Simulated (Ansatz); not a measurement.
Species: MoO, charge 0, quintet. MoO (SMILES [O]=[Mo], quintet).
B3LYP-D3(BJ)/def2-TZVP minimum from Ansatz (a first-principles code):
```
Mo
O 1 1.6977
```
Charge 0, spin multiplicity 5.

Wanted: atomisation energy (electronic, to ground-state atoms), in kJ/mol. Radicals and triplets start from unrestricted determinants; spin-orbit coupling is neglected. Correlated methods leave the cores frozen (noble-gas shells, and filled d and f shells in the p block). Past Kr the def2 sets carry scalar-relativistic core potentials. CBS(X,Y): correlation extrapolated as X^-3, Hartree-Fock from the larger set. A bracket is a step between two methods taken in the basis named. The UHF reference of MoO ([O]=[Mo], quintet) is spin-contaminated (<S^2> up to 0.53 over the pure value in the sets run).

CCSD(T)/CBS(def2-TZVPP,def2-QZVPP) + [CCSDT(Q) - CCSD(T)]/def2-QZVPP + [CCSDTQ - CCSDT(Q)]/def2-SVP (Ansatz) gives 509.9 kJ/mol.

What does PBE/def2-TZVPD (Ansatz) give here, and how do the other levels compare?

PBE gives 584.0 kJ/mol, 74.1 kJ/mol above it. Differences of the others: r2SCAN/def2-TZVPD (Ansatz) 4.7; B3LYP/def2-TZVPD (Ansatz) 13.6; PBE0/def2-TZVPD (Ansatz) -23.7; CCSD(T)/CBS(def2-TZVPP,def2-QZVPP) (Ansatz) -9.9 kJ/mol.
